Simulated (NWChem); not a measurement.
System meant: CH$_{3}$F$_{3}$Ge; SMILES F[C](F)(F)[GeH3]

The following NWChem deck was run.

```
start job
memory heap 200 mb stack 900 mb global 1100 mb
geometry units angstroms noautosym nocenter noautoz
  Ge     0.001157     1.138407     0.001036
  C     -0.000843    -0.864294    -0.000863
  F      0.326774    -1.366057     1.213133
  F      0.886353    -1.364782    -0.892604
  F     -1.217019    -1.363277    -0.324353
  H     -1.036258     1.605349     1.039681
  H     -0.378585     1.607221    -1.416297
  H      1.419554     1.603477     0.381395
end
basis spherical
  Ge library def2-svp
  C library def2-svp
  F library def2-svp
  H library def2-svp
end
dft
  xc m06-2x
  iterations 150
end
property
  shielding 4 1 2 3 6
end
task dft property
```

End of the output:

```
 Vector   37  Occ=0.000000D+00  E= 7.272165D-02
              MO Center= -7.6D-02,  9.6D-01,  9.9D-02, r^2= 4.1D+00
   Bfn.  Coefficient  Atom+Function         Bfn.  Coefficient  Atom+Function
  ----- ------------  ---------------      ----- ------------  ---------------
    17      1.128743  1 Ge pz                95      1.116502  7 H  s
   100     -1.036705  8 H  s                 15      0.993712  1 Ge px
    94      0.172089  7 H  s                 14      0.161879  1 Ge pz
    99     -0.159707  8 H  s                 12      0.142478  1 Ge px
    49     -0.112668  3 F  s                 51      0.109012  3 F  py

 center of mass
 --------------
 x =   0.00008051 y =   0.01105499 z =  -0.00002080

 moments of inertia (a.u.)
 ------------------
         953.666003733111          -0.601734505172          -0.001272003551
          -0.601734505172         345.336657152786          -0.574850716725
          -0.001272003551          -0.574850716725         953.659247467333

     Multipole analysis of the density
     ---------------------------------

     L   x y z        total         alpha         beta         nuclear
     -   - - -        -----         -----         ----         -------
     0   0 0 0     -0.000000    -34.000000    -34.000000     68.000000

     1   1 0 0      0.000868     -0.001124     -0.001124      0.003116
     1   0 1 0      0.902811      1.195709      1.195709     -1.488607
     1   0 0 1      0.000627      0.001885      0.001885     -0.003143

     2   2 0 0    -30.423894    -59.125648    -59.125648     87.827402
     2   1 1 0      0.000846     -0.139363     -0.139363      0.279571
     2   1 0 1      0.000090     -0.000457     -0.000457      0.001004
     2   0 2 0    -30.072729   -200.677993   -200.677993    371.283257
     2   0 1 1      0.000131     -0.134169     -0.134169      0.268468
     2   0 0 2    -30.424182    -59.127399    -59.127399     87.830615

          -----------------------------------------
          Chemical Shielding Tensors (GIAO, in ppm)
          -----------------------------------------

 ------------------------------------------------------------------------
  xm06: d2 not coded                    0
 ------------------------------------------------------------------------
 ------------------------------------------------------------------------
  current input line :
    26: task dft property
 ------------------------------------------------------------------------
 ------------------------------------------------------------------------
 This error has not yet been assigned to a category
 ------------------------------------------------------------------------
 For more information see the NWChem manual at https://nwchemgit.github.io

0: xm06: d2 not coded:Received an Error in Communication
```

Problem. Can this run be used? If not, why, and what is the fix?

Solution. The program stopped with an error. Cause: this functional's second derivatives, which shieldings need, aren't coded here; the fix takes a hybrid GGA instead. This input runs:
```
start job
memory heap 200 mb stack 900 mb global 1100 mb
geometry units angstroms noautosym nocenter noautoz
  Ge     0.001157     1.138407     0.001036
  C     -0.000843    -0.864294    -0.000863
  F      0.326774    -1.366057     1.213133
  F      0.886353    -1.364782    -0.892604
  F     -1.217019    -1.363277    -0.324353
  H     -1.036258     1.605349     1.039681
  H     -0.378585     1.607221    -1.416297
  H      1.419554     1.603477     0.381395
end
basis spherical
  * library def2-svp
end
dft
  xc pbe0
  iterations 150
end
property
  shielding 4 1 2 3 6
end
task dft property
```
It converges to -2415.31933 Ha (PBE0/def2-SVP, GIAO).
